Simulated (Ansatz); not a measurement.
A nudged elastic band was laid between two geometries of Cl2H2Si + H2O (8 atoms, charge 0, multiplicity 1).

These are results of RKS BLYP-D4/6-31G* in Ansatz, not measurements.

```json
{
 "movable images": "7",
 "climbing image": "yes",
 "spring": "5.0 eV/Å²",
 "optimiser": "quadratic models (default)",
 "start path": "through a guess of the saddle point",
 "force threshold": "0.05 eV/Å",
 "iteration limit": "60",
 "end points": "relaxed"
}
```

Initial state:

```xyz
8
Properties=species:S:1:pos:R:3
Si -0.169 0.361 -0.115
H 0.032 0.667 1.318
Cl 1.650 -0.078 -1.054
H -0.740 1.512 -0.865
Cl -1.531 -1.208 -0.368
O 1.016 -1.934 1.609
H 1.756 -2.075 0.981
H 0.334 -2.565 1.297
```

Final state:

```xyz
8
Properties=species:S:1:pos:R:3
Si -0.235 -0.372 -0.753
H 1.616 -0.554 3.547
Cl 1.584 0.147 -1.627
H -0.989 0.848 -0.397
Cl -1.302 -1.495 -2.148
O -0.010 -1.215 0.656
H 0.478 -2.062 0.601
H 1.203 -0.615 2.925
```

Problem. What changes between the two ends?

Solution. Bonds broken: Si1–H2, O6–H8. Bonds formed: Si1–O6, H2–H8. Cl2H2Si + H2O becomes Cl2H2OSi + H2.

Problem. What energy profile does the band end with?

Solution. The forces met the threshold. The highest image is number 3 of 0 to 8, 1.51 eV above the first end and 2.44 eV above the last; the last end lies 0.93 eV below the first. Neighbouring images differ by up to 1.9 eV, so the band resolves the path poorly. A vibrational analysis at the climbing image gives one clearly imaginary mode, 1353i cm⁻¹: a first-order saddle point. The orbitals stay closed-shell, which can raise the energy where a bond breaks towards radicals; this wasn't checked here.

```csv
image,path coordinate (Å),energy (eV),Si1–H2 (Å),O6–H8 (Å),Si1–O6 (Å)
0,0.00,0.00,1.48,0.98,3.10
1,1.63,0.05,1.48,0.98,3.15
2,3.27,0.31,1.48,0.98,3.06
3,4.90,1.51,1.74,1.16,1.87
4,5.84,-0.36,2.47,1.88,1.68
5,6.78,-0.83,3.15,2.39,1.66
6,7.71,-0.92,3.84,2.71,1.66
7,8.65,-0.93,4.35,2.67,1.66
8,9.58,-0.93,4.69,2.64,1.66
```

Problem. What is the geometry of the highest image?

Solution. 
```xyz
8
Properties=species:S:1:pos:R:3
Si 0.179 -0.274 -0.078
H 0.946 0.328 1.360
Cl 1.708 0.487 -1.277
H -0.989 0.594 0.210
Cl -0.798 -1.625 -1.445
O 0.591 -1.703 1.064
H -0.116 -2.363 1.269
H 0.826 -0.764 1.700
```

The run took 10 min on 1 thread of Arm Neoverse V1, on a shared host, peak memory 0.12 GiB.
